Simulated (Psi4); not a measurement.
selenium hexafluoride (F₆Se), singlet, geometry from GFN2-xTB; B3LYP/STO-3G run with Psi4.

The Psi4 input:
```
memory 2 GB

molecule mol {
0 1
  F     0.972274   -1.319899   -0.497489
  Se   -0.000000    0.000000    0.000000
  F     1.229734    1.089143   -0.486281
  F    -1.229734   -1.089143    0.486281
  F    -0.690930    0.081125   -1.565561
  F     0.690930   -0.081125    1.565561
  F    -0.972274    1.319899    0.497489
}

set basis sto-3g
set reference rks

energy('b3lyp')
print_variables()
```

Output, abridged:

```
   => Loading Basis Set <=

    Name: STO-3G
    Role: ORBITAL
    Keyword: BASIS

         ---------------------------------------------------------
                                   SCF
               by Justin Turney, Rob Parrish, Andy Simmonett
                          and Daniel G. A. Smith
                              RKS Reference
         ---------------------------------------------------------

  ==> Geometry <==

    Molecular point group: ci
    Full point group: Ci

    Geometry (in Angstrom), charge = 0, multiplicity = 1:

       Center              X                  Y                   Z               Mass
    ------------   -----------------  -----------------  -----------------  -----------------
         F            0.972274000000    -1.319899000000    -0.497489000000    18.998403162730
         SE           0.000000000000     0.000000000000     0.000000000000    79.916521800000
         F            1.229734000000     1.089143000000    -0.486281000000    18.998403162730
         F           -1.229734000000    -1.089143000000     0.486281000000    18.998403162730
         F           -0.690930000000     0.081125000000    -1.565561000000    18.998403162730
         F            0.690930000000    -0.081125000000     1.565561000000    18.998403162730
         F           -0.972274000000     1.319899000000     0.497489000000    18.998403162730

  Running in ci symmetry.

  Rotational constants: A =      0.07558  B =      0.07558  C =      0.07558 [cm^-1]
  Rotational constants: A =   2265.89628  B =   2265.89586  C =   2265.89496 [MHz]
  Nuclear repulsion =  816.949388302628563

  Charge       = 0
  Multiplicity = 1
  Electrons    = 88
  Nalpha       = 44
  Nbeta        = 44

  ==> Algorithm <==

  SCF Algorithm Type is DF.
  DIIS enabled.
  MOM disabled.
  Fractional occupation disabled.
  Guess Type is SAD.
  Energy threshold   = 1.00e-06
  Density threshold  = 1.00e-06
  Integral threshold = 1.00e-12

  ==> Primary Basis <==

  Basis Set: STO-3G
    Blend: STO-3G
    Number of shells: 26
    Number of basis functions: 48
    Number of Cartesian functions: 49
    Spherical Harmonics?: true
    Max angular momentum: 2

  ==> DFT Potential <==

   => LibXC <=

    Version 7.1.2
    S. Lehtola, C. Steigemann, M. J. T. Oliveira, and M. A. L. Marques,  SoftwareX 7, 1–5 (2018) (10.1016/j.softx.2017.11.002)

   => Composite Functional: B3LYP <=

    B3LYP Hyb-GGA Exchange-Correlation Functional

    P. J. Stephens, F. J. Devlin, C. F. Chabalowski, and M. J. Frisch,  J. Phys. Chem. 98, 11623 (1994) (10.1021/j100096a001)

    Deriv               =              1
    GGA                 =           TRUE
    Meta                =          FALSE

    Exchange Hybrid     =           TRUE
    MP2 Hybrid          =          FALSE

   => Exchange Functionals <=

    0.0800   Slater exchange
    0.7200         Becke 88

   => Exact (HF) Exchange <=

    0.2000               HF

   => Correlation Functionals <=

    0.1900   Vosko, Wilk & Nusair (VWN5_RPA)
    0.8100   Lee, Yang & Parr

   => LibXC Density Thresholds  <==

    XC_HYB_GGA_XC_B3LYP:  1.00E-15

   => Molecular Quadrature <=

    Radial Scheme          =       TREUTLER
    Pruning Scheme         =           NONE
    Nuclear Scheme         =       TREUTLER

    Blocking Scheme        =         OCTREE
    BS radius alpha        =              1
    Pruning alpha          =              1
    Radial Points          =             75
    Spherical Points       =            302
    Total Points           =         148245
    Total Blocks           =           1188
    Max Points             =            256
    Max Functions          =             43
    Weights Tolerance      =       1.00E-15

   => Loading Basis Set <=

    Name: (STO-3G AUX)
    Role: JKFIT
    Keyword: DF_BASIS_SCF

  ==> Integral Setup <==

  SCF_SUBTYPE=INCORE selected. In-core MEM_DF algorithm will be used.
  Using in-core AOs.

  ==> MemDFJK: Density-Fitted J/K Matrices <==

    J tasked:                   Yes
    K tasked:                   Yes
    wK tasked:                   No
    Algorithm:                 Core
    Schwarz Cutoff:           1E-12
    Mask sparsity (%):       3.9062
    Fitting Condition:        1E-10

   => Auxiliary Basis Set <=

  Basis Set: (STO-3G AUX)
    Blend: DEF2-UNIVERSAL-JKFIT
    Number of shells: 210
    Number of basis functions: 728
    Number of Cartesian functions: 929
    Spherical Harmonics?: true
    Max angular momentum: 5

  Minimum eigenvalue in the overlap matrix is 3.6130654515E-01.
  Reciprocal condition number of the overlap matrix is 2.1011724817E-01.
    Using symmetric orthogonalization.

  ==> Pre-Iterations <==

  SCF Guess: Superposition of Atomic Densities via on-the-fly atomic UHF (no occupation information).

   -------------------------
    Irrep   Nso     Nmo
   -------------------------
     Ag        24      24
     Au        24      24
   -------------------------
    Total      48      48
   -------------------------

  ==> Iterations <==

                           Total Energy        Delta E     RMS |[F,P]|

   @DF-RKS iter SAD: -2962.90732957462251   -2.96291e+03   0.00000e+00
   @DF-RKS iter   1: -2964.75192940815759   -1.84460e+00   9.57027e-03 ADIIS/DIIS
   @DF-RKS iter   2: -2964.79121906673481   -3.92897e-02   3.35479e-03 ADIIS/DIIS
   @DF-RKS iter   3: -2964.80078690476648   -9.56784e-03   1.09428e-03 ADIIS/DIIS
   @DF-RKS iter   4: -2964.80187813729162   -1.09123e-03   9.17709e-06 DIIS
   @DF-RKS iter   5: -2964.80187820218089   -6.48893e-08   2.15713e-07 DIIS
  Energy and wave function converged.

  ==> Post-Iterations <==

   Electrons on quadrature grid:
      Ntotal   =   88.0000191152 ; deviation = 1.912e-05

    Orbital Energies [Eh]
    ---------------------

    Doubly Occupied:

[...]
    Virtual:

[...]
      24Au     0.244057

    Final Occupation by Irrep:
             Ag    Au
    DOCC [    23,   21 ]
    NA   [    23,   21 ]
    NB   [    23,   21 ]

  @DF-RKS Final Energy: -2964.80187820218089

   => Energetics <=

    Nuclear Repulsion Energy =            816.9493883026285630
    One-Electron Energy =               -5776.5744917008187258
    Two-Electron Energy =                2116.8062507257673133
    DFT Exchange-Correlation Energy =    -121.9830255297585069
    Empirical Dispersion Energy =           0.0000000000000000
    VV10 Nonlocal Energy =                  0.0000000000000000
    Total Energy =                      -2964.8018782021808875

Computation Completed

Properties will be evaluated at   0.000000,   0.000000,   0.000000 [a0]

Properties computed using the SCF density matrix

 Multipole Moments:

 ------------------------------------------------------------------------------------
     Multipole            Electronic (a.u.)      Nuclear  (a.u.)        Total (a.u.)
 ------------------------------------------------------------------------------------

 L = 1.  Multiply by 2.5417464519 to convert [e a0] to [Debye]
 Dipole X            :          0.0000000            0.0000000            0.0000000
 Dipole Y            :          0.0000000            0.0000000            0.0000000
 Dipole Z            :          0.0000000            0.0000000            0.0000000
 Magnitude           :                                                    0.0000000

 ------------------------------------------------------------------------------------

  Variable Map:
  ----------------------------------------------------------------------------
[...]
  Array Variable Map:
  ----------------------------------------------------------------------------
[...]
[...]
```
